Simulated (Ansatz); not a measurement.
**Nudged elastic band run: C3H8OSi**

Input:

```yaml
crystal:
  periodic: [false, false, false]
  atoms:
    - { symbol: C, position_ang: [-1.225205, -0.688051, 0.883055] }
    - { symbol: C, position_ang: [0.083096, -0.955208, 0.180986] }
    - { symbol: O, position_ang: [0.418105, -2.289444, 0.308375] }
    - { symbol: C, position_ang: [0.843277, -0.045934, -0.482719] }
    - { symbol: Si, position_ang: [0.457563, 1.767058, -0.69203] }
    - { symbol: H, position_ang: [-1.13947, -0.931247, 1.956182] }
    - { symbol: H, position_ang: [-2.019763, -1.33031, 0.466077] }
    - { symbol: H, position_ang: [-1.533287, 0.362365, 0.784166] }
    - { symbol: H, position_ang: [1.273561, -2.430686, -0.154853] }
    - { symbol: H, position_ang: [1.775915, -0.408886, -0.939027] }
    - { symbol: H, position_ang: [0.35135, 2.504186, 0.611689] }
    - { symbol: H, position_ang: [1.564388, 2.392837, -1.483196] }
    - { symbol: H, position_ang: [-0.829232, 2.01862, -1.423805] }
basis:
  gaussian: { orbitals: "6-31G*" }
hamiltonian:
  xc: blyp
  dispersion: d4
neb:
  order_check: false
  images: 1
  f_tol: 0.05
  max_iterations: 60
  initial_path: idpp
  climbing: false
  final_atoms:
    - { symbol: C, position_ang: [-1.25561698, -0.72598815, 0.89460585] }
    - { symbol: C, position_ang: [0.0633631, -0.941725, 0.19534276] }
    - { symbol: O, position_ang: [0.42763241, -2.27077208, 0.31064621] }
    - { symbol: C, position_ang: [0.82076125, -0.02151352, -0.45877544] }
    - { symbol: Si, position_ang: [0.49073029, 1.79153078, -0.71587724] }
    - { symbol: H, position_ang: [-1.16805414, -1.00662182, 1.95844993] }
    - { symbol: H, position_ang: [-2.02787464, -1.37802476, 0.45167007] }
    - { symbol: H, position_ang: [-1.58763222, 0.31719447, 0.82744152] }
    - { symbol: H, position_ang: [1.28747709, -2.38958708, -0.1508851] }
    - { symbol: H, position_ang: [1.75924881, -0.39426966, -0.90031336] }
    - { symbol: H, position_ang: [0.4683353, 2.13696329, -2.17662038] }
    - { symbol: H, position_ang: [-0.81970298, 2.20770365, -0.12497972] }
    - { symbol: H, position_ang: [1.56163073, 2.64040988, -0.09580511] }
```

Run as:

```bash
$ ansatz run input.yaml --threads 2 --pin off --max-ram 3072MiB --backend cpu --events-out ev --progress --plain --runs-dir out
```

Output, in part (warnings, iteration lines, the closing report on the highest movable image, with atoms numbered from 0):

```
NEB end point (image 0): max|allowed force component| = 9.683e-3 eV/Å (the criterion of neb.relax_end_points is 1.000e-2)
NEB end point (image 2): max|allowed force component| = 1.073e-2 eV/Å (the criterion of neb.relax_end_points is 1.000e-2)
NEB iter   1: max|band force component| = 1.019e0 eV/Å  barrier→ = 0.3525 eV  barrier← = 0.3622 eV  Δτ_max = 0.2000 Å  (84 SCF iters)
NEB iter   2: max|band force component| = 2.780e-1 eV/Å  barrier→ = 0.0423 eV  barrier← = 0.0521 eV  Δτ_max = 0.1210 Å  (30 SCF iters)
NEB iter   3: max|band force component| = 2.332e-1 eV/Å  barrier→ = 0.0124 eV  barrier← = 0.0221 eV  Δτ_max = 0.0868 Å  (31 SCF iters)
NEB iter   4: max|band force component| = 1.478e-1 eV/Å  barrier→ = 0.0000 eV  barrier← = 0.0097 eV  Δτ_max = 0.0535 Å  (31 SCF iters)
NEB iter   5: max|band force component| = 8.971e-2 eV/Å  barrier→ = 0.0000 eV  barrier← = 0.0097 eV  Δτ_max = 0.0089 Å  (31 SCF iters)
NEB iter   6: max|band force component| = 1.891e-2 eV/Å  barrier→ = 0.0000 eV  barrier← = 0.0097 eV  Δτ_max = 0.0000 Å  (63 SCF iters)
Total energy: -13162.99938497 eV, -483.7313051963 hartree
Atom 0 at    -1.225205    -0.688051     0.883055 Å, force    -0.000677     0.001477    -0.001766 eV/Å
Atom 1 at     0.083096    -0.955208     0.180986 Å, force    -0.001027    -0.009233     0.006058 eV/Å
Atom 2 at     0.418105    -2.289444     0.308375 Å, force    -0.000340     0.009683    -0.001280 eV/Å
Atom 3 at     0.843277    -0.045934    -0.482719 Å, force     0.006422     0.004304    -0.004680 eV/Å
Atom 4 at     0.457563     1.767058    -0.692030 Å, force    -0.000919    -0.001931     0.000209 eV/Å
Atom 5 at    -1.139470    -0.931247     1.956182 Å, force     0.000333    -0.000321    -0.000456 eV/Å
Atom 6 at    -2.019763    -1.330310     0.466077 Å, force    -0.001145     0.001511    -0.001178 eV/Å
Atom 7 at    -1.533287     0.362365     0.784166 Å, force     0.000653    -0.001463     0.001052 eV/Å
Atom 8 at     1.273561    -2.430686    -0.154853 Å, force    -0.000216    -0.003705     0.000620 eV/Å
Atom 9 at     1.775915    -0.408886    -0.939027 Å, force    -0.002382    -0.000629     0.000710 eV/Å
Atom 10 at     0.351350     2.504186     0.611689 Å, force    -0.000203    -0.000159     0.000965 eV/Å
Atom 11 at     1.564388     2.392837    -1.483196 Å, force    -0.000064     0.001763    -0.000849 eV/Å
Atom 12 at    -0.829232     2.018620    -1.423805 Å, force    -0.000435    -0.001296     0.000595 eV/Å
Dipole moment:     0.090377    -0.245700     0.008129 e Å
```

The forces met the threshold. The highest image is an end point: on this band no image between the ends rises above it. So few images can step over the top or miss a turn of the path.

Final band (atoms are numbered from 1 in the order of the input):

| image | path coordinate (Å) | energy (kJ/mol) | dihedral C2–C4–Si5–H13 (°) |
| --- | --- | --- | --- |
| 0 | 0.00 | 0.0 | -61 |
| 1 | 3.22 | -0.6 | -151 |
| 2 | 6.44 | -0.9 | 119 |

Run time: 14 s on 2 threads of Arm Neoverse V2, with other jobs on the host, peak memory 0.14 GiB.
